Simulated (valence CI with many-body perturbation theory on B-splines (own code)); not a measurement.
# Hyperfine factors and g values of Te2+

Method: valence CI with perturbative core correlation (CI+MBPT): four valence electrons over a frozen Dirac-Fock core [Kr] 4d10, a basis of 11 s, 11 p, 9 d, 7 f, 5 g, 2 h, 1 i functions for each j, with the one-electron correlation potential Σ1 (screened to all orders), the two-electron term Σ2, the three-electron term Σ3, Breit, model QED; selected single and double excitations, second order for the rest, scaled by the run's own slope (own B-spline code, finite nucleus).

Against 45 measured levels this calculation errs by 178 cm⁻¹ on average and by 974 at most. These come from a selection out of Zhang, Palmeri, Quinet and Biemont, Astron. Astrophys. 551, A136 (2013). Levels without a partner in it may be off by more. Among the levels kept, up to 270 cm⁻¹ of a level comes from second order outside the variational space, and about a tenth of that is noise between levels of different J, which matters for small intervals. 7 measured levels below the end of the list, from 114216 cm⁻¹ on, found no clear computed partner, and computed levels of the same name lie up to 1987 cm⁻¹ from them.

A/g_I is the dipole constant over the nuclear g factor μ/I (μ in nuclear magnetons, uniformly magnetised nucleus), B/Q the quadrupole constant per barn. Both hold the static response of the core; the bare values leave it out. Large factors of s and p1/2 electrons are usually good to 5 to 10 %; those of open d and f shells near neutrality can be off by tens of per cent, and small factors of p3/2, d and f electrons come from cancelling terms and can be off by a factor of two or in sign, in half-filled shells by more. B is blank for J = 1/2, where it vanishes, and for nearly pure S terms. Energies count from the lowest level. Levels with J = 0 are left out.

Names give the largest LS component (configuration and term), which can be under half, so a name can repeat, a term be missing and a line seem to break the LS rules; names also repeat where a configuration has a term twice. Letters in brackets count levels of one name in rising energy.

| Level | E (cm⁻¹) | g | A/g_I (MHz) | A/g_I bare | B/Q (MHz/b) | B/Q bare |
| --- | --- | --- | --- | --- | --- | --- |
| 5s²5p² ³P_1 | 4766 | 1.501 | -400 | -470 | 907 | 764 |
| 5s²5p² ³P_2 | 8161 | 1.388 | 1720 | 1460 | -839 | -719 |
| 5s²5p² ¹D_2 | 17320 | 1.113 | 1240 | 1110 | 2590 | 2200 |
| 5s5p³ ⁵S°_2 | 64302 | 1.986 | 7020 | 6210 |  |  |
| 5s5p³ ³D°_1 | 82643 | 0.576 | -4770 | -4280 | 843 | 711 |
| 5s5p³ ³D°_2 | 82955 | 1.207 | 3500 | 3170 | 1620 | 1360 |
| 5s5p³ ³D°_3 | 84962 | 1.333 | 5470 | 4930 | -468 | -398 |
| 5s5p³ ³P°_2 [a] | 94873 | 1.212 | 2240 | 1990 | -1580 | -1370 |
| 5s5p³ ³P°_1 | 96346 | 1.439 | 7180 | 6470 | -1060 | -882 |
| 5s5p³ ³P°_2 [b] | 100305 | 1.193 | 4250 | 3850 | -804 | -705 |
| 5s²5p5d ³F°_2 | 104667 | 0.748 | 1110 | 1040 | 856 | 671 |
| 5s²5p5d ³F°_3 | 106284 | 1.090 | 947 | 852 | 1190 | 944 |
| 5s²5p6s ³P°_1 | 108001 | 1.348 | 6040 | 5560 | -160 | -138 |
| 5s²5p5d ³F°_4 | 111311 | 1.250 | 336 | 270 | 2120 | 1710 |
| 5s²5p5d ¹P°_1 | 114454 | 0.999 | -402 | -424 | 437 | 359 |
| 5s²5p6s ³P°_2 [a] | 115606 | 1.396 | 1100 | 963 | 1410 | 1170 |
| 5s5p³ ³S°_1 | 116203 | 1.409 | -3310 | -3140 | -139 | -124 |
| 5s²5p6s ³P°_2 [b] | 117039 | 1.428 | 1900 | 1700 | 1550 | 1290 |
| 5s²5p6s ¹P°_1 | 118148 | 1.177 | -1850 | -1780 | 652 | 544 |
| 5s²5p5d ³D°_3 | 121171 | 1.290 | 1120 | 973 | -822 | -713 |
| 5s²5p5d ³P°_1 [a] | 122345 | 1.166 | 2590 | 2310 | -459 | -375 |
| 5s²5p5d ³D°_2 | 122770 | 1.246 | 513 | 405 | -1260 | -1070 |
| 5s²5p5d ³P°_1 [b] | 125026 | 1.376 | -2770 | -2600 | 29.6 | 28.5 |
| 5s²5p5d ¹F°_3 | 127537 | 1.038 | 611 | 545 | 1830 | 1510 |
| 5s5p³ ¹D°_2 | 127539 | 1.089 | 1990 | 1820 | -427 | -388 |
| 5s²5p6p ³D_1 | 128656 | 0.706 | 3840 | 3530 | -122 | -104 |
| 5s²5p6p ³P_1 [a] | 132159 | 1.298 | -915 | -820 | 34.5 | 30.7 |
| 5s²5p6p ³D_2 | 132366 | 1.188 | 1770 | 1610 | 190 | 163 |
| 5s5p³ ¹P°_1 | 136800 | 1.011 | 28.3 | 21.8 | 56.2 | 55.1 |
| 5s²5p6p ³P_1 [b] | 138339 | 1.139 | 660 | 522 | 453 | 383 |
| 5s²5p6p ³P_2 | 139736 | 1.337 | 1020 | 861 | 973 | 817 |
| 5s²5p6p ³D_3 | 139973 | 1.334 | 639 | 533 | 2450 | 2080 |
| 5s²5p6p ³S_1 | 141862 | 1.859 | 779 | 593 | -140 | -118 |
| 5s²5p6p ¹D_2 | 143048 | 1.143 | 769 | 671 | 1240 | 1060 |

Question: Take the isotope of mass number 123, with I = 1/2, μ = -0.7358 μN. What is the hyperfine structure of 5s5p³ ⁵S°_2?

Answer: From the table A = -10300 MHz. Shifts from the centre of gravity in MHz: F = 3/2: 15400, F = 5/2: -10300.
